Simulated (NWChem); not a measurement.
System: GeF$_{2}$, singlet; SMILES [F][Ge][F]

The following NWChem deck was run.

```
start job
memory heap 200 mb stack 900 mb global 1100 mb
geometry units angstroms noautoz
  Ge     0.000000     0.000000     0.396074
  F     -1.310516     0.000000    -0.759382
  F      1.310516     0.000000    -0.759382
end
basis spherical
  * library sto-3g
end
dft
  xc b3lyp
  iterations 150
  vectors input atomic output neutral.movecs
end
task dft energy
charge 1
dft
  odft
  mult 2
  vectors input atomic output cation.movecs
end
task dft energy
```

Low-valent species are run as closed-shell singlets; no triplet was tried in these runs. Coordinates come from a PBE0/def2-SVP optimisation. B3LYP is NWChem's, with the RPA form of VWN correlation.

Ions are spin-unrestricted doublets at the neutral geometry; other ion states weren't tried.

Problem. What results follow from this input? (B3LYP/STO-3G, vertical spin-unrestricted ions.) Quantities: basis functions; vertical ionisation energy, ΔSCF (eV); −ε(HOMO) (eV).

Solution. 
| Property | Result |
|---|---|
| number of basis functions | 28 |
| vertical ionisation energy, ΔSCF (eV) | 7.21 |
| −ε(HOMO) (eV) | 3.08 |
